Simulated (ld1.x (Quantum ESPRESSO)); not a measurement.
An all-electron radial function and its pseudo partner (V)

Columns: radius, all-electron u(r) and pseudo u(r) of the 3d shell (level -12.63 eV) of vanadium in the configuration [Ar] 3d3 4s1 4p0; PBE, scalar-relativistic, PAW scheme, ld1.x (Quantum ESPRESSO) 7.5.

```tsv
r (bohr)	all-electron	pseudo
0.180	0.1440	0.0027
0.360	0.4484	0.0204
0.540	0.6795	0.0635
0.720	0.7985	0.1342
0.900	0.8285	0.2260
1.080	0.8046	0.3253
1.260	0.7533	0.4157
1.440	0.6906	0.4822
1.620	0.6251	0.5158
1.800	0.5613	0.5156
1.980	0.5015	0.4881
2.160	0.4464	0.4445
2.340	0.3963	0.3964
2.520	0.3511	0.3511
2.700	0.3104	0.3104
2.880	0.2739	0.2739
3.060	0.2412	0.2412
3.240	0.2120	0.2120
3.420	0.1859	0.1859
3.600	0.1628	0.1628
3.780	0.1423	0.1423
3.960	0.1242	0.1242
4.140	0.1083	0.1083
4.320	0.0943	0.0943
4.500	0.0821	0.0821
4.680	0.0713	0.0713
```

Problem. How many radial nodes do the two functions have?

Solution. The all-electron 3d function has n − l − 1 = 0; the pseudo-wave has 0.

Problem. At about which radius was the pseudo-wave matched?

Solution. 2.50 bohr, where the columns begin to agree (steps of 0.18 bohr).

Problem. Is the pseudo-wave norm-conserving?

Solution. No, it belongs to a PAW set: the norm inside the radius is not constrained, and the difference is carried by the augmentation charge.
